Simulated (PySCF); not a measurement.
# Löwdin shares of the frontier orbitals

Species: C₅H₈N₂.
Atom-mapped SMILES: `[H]/[N:1]=[CH:2]\[C@H:3]1[CH:4]=[N:5][CH2:6][CH2:7]1` (hydrogens: H8 on N1; H9 on C2; H10 on C3; H11 on C4; H12, H13 on C6; H14, H15 on C7)

Geometry (GFN2-xTB, Å), atoms numbered from 1 in this order:
```xyz
15
C5H8N2 angstrom
N      2.744    0.755   -0.094
C      1.496    0.772   -0.184
C      0.532   -0.365    0.014
C     -0.152   -0.197    1.359
N     -1.391   -0.012    1.333
C     -1.880   -0.016   -0.021
C     -0.672   -0.327   -0.943
H      3.155   -0.152    0.127
H      1.040    1.732   -0.412
H      1.075   -1.315   -0.015
H      0.397   -0.221    2.286
H     -2.675   -0.761   -0.099
H     -2.323    0.961   -0.226
H     -0.800   -1.286   -1.442
H     -0.550    0.440   -1.706
```

Level of theory: TDDFT PBE0/def2-SVPD, vertical, gas phase, core orbitals frozen in the response (PySCF 2.14.0, density-fitted response routines).

Kohn–Sham orbitals with the atoms that hold most of them (Löwdin shares over 4%, at most four atoms; ? is withheld):

| orbital | ε (eV) | atoms |
| --- | --- | --- |
| HOMO-3 | -9.40 | N1 40%, C2 26%, C7 6%, N5 6% |
| HOMO-2 | -8.66 | N5 26%, C4 21%, C6 13%, N1 9% |
| HOMO-1 | -7.76 | ? |
| HOMO | ? | ? |
| LUMO | -0.85 | N5 20%, C2 20%, N1 20%, C4 17% |
| LUMO+1 | 0.39 | C2 21%, C4 20%, N1 17%, N5 15% |
| LUMO+2 | 0.68 | C7 14%, C6 13%, H14 12%, C4 11% |

(1) Give the leading atoms of the HOMO-1.

(2) Which atoms hold the HOMO, and with what shares?

(3) What is the HOMO energy, and the HOMO–LUMO gap?

Answers

(1) N5 (bonded to 2 C) 42%; N1 (bonded to C and H) 16%; C4 (bonded to C, N and H) 8%; C6 (bonded to C, N and 2 H) 8%. By element: nitrogen 58%, carbon 16% or more.

(2) N1 (bonded to C and H) 40%; N5 (bonded to 2 C) 19%; C2 (bonded to C, N and H) 11%; C3 (bonded to 3 C and H) 10%. By element: nitrogen 60%, carbon 20% or more.

(3) ε(HOMO) = -7.41 eV; the gap is 6.56 eV (0.2409 hartree).

Task: How does S1 compare with the orbital gap of 6.56 eV?

Result: S1 is at 4.89 eV (f = 0.0090), 1.67 eV below the gap, made of HOMO→LUMO (89%). Without the coupling terms of the response equations the lowest excitation would equal the gap.

Task: One configuration dominates each of S1, S2 and S3. Which, and how do the shares of the two leading atoms of either orbital change from the occupied to the empty one?

Result: 
- S1 (4.89 eV, f 0.0090), HOMO→LUMO (89%): N1 40% → 20%, N5 19% → 20%, C2 11% → 20%
- S2 (5.22 eV, f 0.0031), HOMO-1→LUMO (83%): N5 42% → 20%, N1 16% → 20%, C2 at most 8% → 20%
- S3 (6.41 eV, f 0.0041), HOMO→LUMO+1 (79%): N1 40% → 17%, N5 19% → 15%, C2 11% → 21%, C4 at most 10% → 20%

Löwdin shares depend on the basis, the more so with diffuse functions.

One conformer stands for the species.
